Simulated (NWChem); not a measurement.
Species: MoOCl3, doublet; SMILES [Mo]([Cl])([Cl])(=[O])[Cl]

Results from NWChem. Spin-unrestricted. In the optimisation the excess spin sits in a' (Cs, its own frame). Structure relaxed at the PBE0/def2-SVP, spin-unrestricted level. Not confirmed as a minimum by frequencies. No stability test was run on the SCF state. def2 effective core potentials on Mo; no spin-orbit coupling. Total energies compare along this basis series because the functional is fixed.

```json
[
 {"level": "PBE0/def2-SVP", "basis functions": "99", "energy (Ha)": "-1523.1690", "highest occupied level (eV)": "-7.28", "lowest empty minus highest occupied level, either spin (eV)": "2.98", "dipole (D)": "0.87", "relative time": "1"},
 {"level": "PBE0/def2-SVPD", "basis functions": "138", "energy (Ha)": "-1523.1912", "highest occupied level (eV)": "-7.44", "lowest empty minus highest occupied level, either spin (eV)": "2.93", "dipole (D)": "0.86", "relative time": "2"},
 {"level": "PBE0/def2-TZVP", "basis functions": "182", "energy (Ha)": "-1523.7585", "highest occupied level (eV)": "-7.27", "lowest empty minus highest occupied level, either spin (eV)": "2.95", "dipole (D)": "0.88", "relative time": "2"},
 {"level": "PBE0/def2-TZVPP", "basis functions": "213", "energy (Ha)": "-1523.7652", "highest occupied level (eV)": "-7.26", "lowest empty minus highest occupied level, either spin (eV)": "2.97", "dipole (D)": "0.88", "relative time": "4"}
]
```

Relative times are rough (shared machine, one core).
